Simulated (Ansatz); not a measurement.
## Energy profile

The step: SiH₃Cl ([SiH3][Cl]) + CH₄ → CH₅ClSi ([CH3][SiH2][Cl]) + H₂; bonds formed: Si1–C7, H2–H6; bonds broken: Si1–H2, H6–C7 (atoms numbered as in the saddle structure below).

| atom | x (Å) | y (Å) | z (Å) |
| --- | --- | --- | --- |
| Si1 | -0.9173 | 0.4086 | -0.0750 |
| H2 | -1.1111 | -1.0109 | -0.8978 |
| H3 | -1.1435 | 1.1173 | -1.3480 |
| H4 | -1.8742 | -0.1005 | 0.9245 |
| Cl5 | -0.2864 | 2.1354 | 1.0536 |
| H6 | 0.0109 | -0.8743 | -0.4641 |
| C7 | 1.0702 | -0.3976 | 0.1301 |
| H8 | 1.6098 | 0.4378 | -0.3087 |
| H9 | 1.5193 | -1.3330 | -0.2308 |
| H10 | 1.1225 | -0.3829 | 1.2159 |

Electronic energies by CCSD(T) at an estimated basis limit (MP2 extrapolated from triple and quadruple zeta, plus CCSD(T) − MP2 in triple zeta), on PBE0-D4/def2-TZVP structures; CH₇ClSi, singlet; no counterpoise correction. Ansatz 0.2.0; basis: def2-TZVPP and def2-QZVPP; cores frozen in the correlated methods. Extrapolation: Hartree–Fock as exp(−7.88 √X), correlation as X^−2.97.

Q: Give the profile in kJ/mol, counted from the separated reactants. (An estimate is asked for; the value comes from the calculation.)

A: Computed:
```tsv
point	kJ/mol
separated: SiH₃Cl (linked as [SiH3][Cl]; Si1, H2, H3, H4, Cl5; singlet) + CH₄ (H6, C7, H8, H9, H10; singlet)	0.0
start structure	-3.3
saddle	295.4
end structure	14.9
separated: CH₅ClSi (linked as [CH3][SiH2][Cl]; Si1, H3, H4, Cl5, C7, H8, H9, H10; singlet) + H₂ (H2, H6; singlet)	17.3
```

T1 diagnostic: at most 0.011. The start structure is not quite a true minimum (one mode of 30i cm⁻¹).

For scale, one of the runs: CCSD(T)/def2-TZVPP, 213 basis functions, launched by `ansatz run in.yaml --threads 4 --pin off --events-out ev --progress --plain --max-ram 9574MiB`. The run took 45 s on 4 CPU threads of an Arm Neoverse V1 (shared host), with 2.9 GiB of host memory at its peak.
